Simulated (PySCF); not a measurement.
C₆ coefficients of unlike pairs at UHF

Calculated with PySCF 2.14 from the dipole response of each species, C₆(A,B) = (3/π) ∫ α_A(iu) α_B(iu) du, in atomic units, from isotropic polarisabilities. For ions this is the dispersion term alone; charge-induced terms of lower order in 1/R come first.

| species | configuration | basis | relativity | α (bohr³) | C₆ (like pair) |
| --- | --- | --- | --- | --- | --- |
| Al²⁺ | [Ne] 3s1 (2S) | aug-cc-pwCVDZ (6s5p3d) | none | 15.54 | 44.55 |
| In³⁺ | [Kr] 4d10 (1S) | aug-cc-pwCVTZ-DK3 (10s9p7d4f1g) | spin-free X2C | 3.182 | 13.83 |
| K⁺ | [Ar] (1S) | aug-cc-pVTZ-X2C (7s6p4d2f) | spin-free X2C | 4.824 | 18.08 |
| Nb³⁺ | [Kr] 4d2 (3F) | aug-cc-pVDZ-PP with ECP28MDF (5s5p4d2f) | core potential | 5.576 | 23.63 |

(1) Estimate C₆ for Nb³⁺ with In³⁺.

No spin-orbit coupling is included.

The other pairs:

```tsv
pair	C₆
In³⁺, Al²⁺	16.86
Nb³⁺, Al²⁺	26.05
K⁺, In³⁺	15.05
Nb³⁺, K⁺	20.61
K⁺, Al²⁺	22.95
```

## Answers

(1) The integral gives 17.52. The combination rule 2 C_A C_B / (C_A α_B/α_A + C_B α_A/α_B) gives 17.33 and the geometric mean 18.08.
